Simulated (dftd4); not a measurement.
C6H5O (SMILES Oc1[c]cccc1), doublet, geometry from GFN2-xTB; D4 for r2scan (dftd4).

dftd4 was given this input:
```
$ dftd4 mol.xyz --func r2scan --charge 0 --json dftd4.json --noedisp

# file mol.xyz
12

O      2.27676535    -0.48886203    -0.04083041
C      0.94645310    -0.22625118    -0.01441721
C      0.01914360    -1.22807427     0.13549520
C     -1.32490580    -1.04354997     0.17114835
C     -1.81577177     0.25806659     0.04719198
C     -0.92317777     1.30126057    -0.10586203
C      0.44091718     1.07286965    -0.13748392
H      2.77062526     0.33231355    -0.15259178
H     -2.00456455    -1.87330145     0.29162108
H     -2.88011935     0.43633204     0.07185845
H     -1.29012743     2.31292628    -0.20281411
H      1.13411206     1.89669740    -0.25786455
```

What the program printed (banner, timings and long lists left out):

```
                    ____  _____ _____     ____  _  _
      -------------|  _ \|  ___|_   _|---|  _ \| || |------------
     |             | | | | |_    | | ___ | | | | || |_           |
     |             | |_| |  _|   | ||___|| |_| |__   _|          |
     |             |____/|_|     |_|     |____/   |_|            |
     |             ===================================           |
     |            E. Caldeweyher, S. Ehlert & S. Grimme          |
     |          Mulliken Center for Theoretical Chemistry        |
     |                    University of Bonn                     |
      -----------------------------------------------------------

Rational (Becke-Johnson) damping: r2scan-D4-ATM
---------------------
  s6         1.0000
  s8         0.6019
  s9         1.0000
  a1         0.5156
  a2         5.7734
 alp        16.0000
--------------------

Dispersion energy:      -2.8266282897167E-03 Eh

[Info] JSON dump of results written to 'dftd4.json'
```
